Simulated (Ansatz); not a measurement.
Gas-phase electronic energies from Ansatz, PBE0-D4/def2-TZVP geometries. CBS: MP2 limit from def2 TZ/QZ plus the TZ coupled-cluster correction, frozen cores. This one scheme is used for every species. DFT in def2-TZVPP. B3LYP here is the variant with VWN-RPA as its local correlation; programs differ in this. HSE06 is defined as in plane-wave codes. For Zn outer-core shells are correlated without core-valence functions, which leaves a few kJ/mol of doubt a bond. Scalar relativity is left out up to krypton. One conformer a species, not always the lowest.

`[OH][Zn][SiH3]` + H₂S → `[OH][Zn][SH]` + SiH₄  (cleavage of the Zn–Si bond)

| level | ΔE (kcal/mol) | difference from CCSD(T)/CBS |
| --- | --- | --- |
| LDA (SPW92) | -10.8 | 3.9 |
| PBE-D4 | -11.0 | 3.7 |
| revPBE-D4 | -11.3 | 3.4 |
| BLYP-D4 | -12.0 | 2.7 |
| r2SCAN-D4 | -13.3 | 1.4 |
| B97M-V | -12.9 | 1.8 |
| PBE0-D4 | -12.4 | 2.3 |
| B3LYP-D4 | -13.1 | 1.6 |
| r2SCANh-D4 | -13.6 | 1.1 |
| r2SCAN0-D4 | -14.0 | 0.7 |
| HSE06-D4 | -12.5 | 2.2 |
| BHLYP-D4 | -14.9 | -0.2 |
| CAM-B3LYP-D4 | -13.7 | 1.0 |
| ωB97X-V | -13.9 | 0.8 |
| ωB97M-V | -13.4 | 1.3 |
| B2PLYP | -14.2 | 0.5 |
| PBE-QIDH | -14.5 | 0.2 |
| PBE | -11.0 | 3.7 |
| revPBE | -11.1 | 3.6 |
| BLYP | -12.0 | 2.7 |
| r2SCAN | -13.3 | 1.4 |
| PBE0 | -12.5 | 2.2 |
| B3LYP | -13.1 | 1.6 |
| r2SCAN0 | -14.0 | 0.7 |
| HSE06 | -12.5 | 2.2 |
| BHLYP | -15.0 | -0.3 |
| CAM-B3LYP | -13.7 | 1.0 |
| LC-ωPBE | -13.4 | 1.3 |
| RPA@PBE/def2-TZVPP | -13.8 | 0.9 |
| HF/def2-SVP | -16.1 | -1.4 |
| MP2/def2-SVP | -13.7 | 1.0 |
| HF/def2-TZVPP | -18.2 | -3.5 |
| MP2/def2-TZVPP | -15.6 | -0.9 |
| SCS-MP2/def2-TZVPP | -15.8 | -1.1 |
| CCSD/def2-TZVPP | -14.5 | 0.2 |
| CCSD(T)/def2-TZVPP | -14.2 | 0.5 |
| HF/def2-QZVPP | -18.6 | -3.9 |
| MP2/def2-QZVPP | -16.0 | -1.3 |
| SCS-MP2/def2-QZVPP | -16.2 | -1.5 |
| MP2/CBS(def2) | -16.1 | -1.4 |
| CCSD(T)/CBS | -14.7 | 0 |

Largest T1 diagnostic among the species: 0.016.

In def2-TZVPP, CCSD(T) changes the Hartree–Fock value by +3.9 kcal/mol (the triples alone add +0.3 kcal/mol) and MP2 by +2.6 kcal/mol. Leaving LDA and LC-ωPBE aside and taking each functional with its dispersion term where it has one, the values spread over 3.9 kcal/mol, from BHLYP-D4 to PBE-D4.
